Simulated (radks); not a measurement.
Q: The mean radii <r> (bohr) of the occupied orbitals of an atom or ion are listed with their occupations. All-electron calculation, Dirac Kohn-Sham, PBEsol, spin-unpolarised, spherical densities, point nucleus. Program: a radial shooting solver on a logarithmic mesh with Libxc functionals.

orbital  occ.      <r>
1s1/2       2  0.02275
2s1/2       2  0.09651
2p1/2       2  0.08075
2p3/2       4  0.08737
3s1/2       2   0.2547
3p1/2       2   0.2443
3p3/2       4   0.2570
3d3/2       4   0.2287
3d5/2       6   0.2326
4s1/2       2   0.5793
4p1/2       2   0.5935
4p3/2       4   0.6225
4d3/2       4   0.6652
4d5/2       6   0.6756
5s1/2       2    1.411
5p1/2       2    1.596
5p3/2       4    1.694
6s1/2       2    4.305
4f5/2       6    1.014

Name the element and its charge. Open shells, if any, fill j = l - 1/2 first.

A: Z = 62, samarium, charge 0: Sm in [Xe] 4f6 6s2. The 1s radius gives Z: for a bare nucleus <r> = (2 gamma + 1)/(2Z) with gamma = sqrt(1 - (Z/c)^2), 0.02245 bohr for Z = 62, and screening makes it slightly larger (0.02275 here). The occupations add up to 62, and the charge is Z minus that.
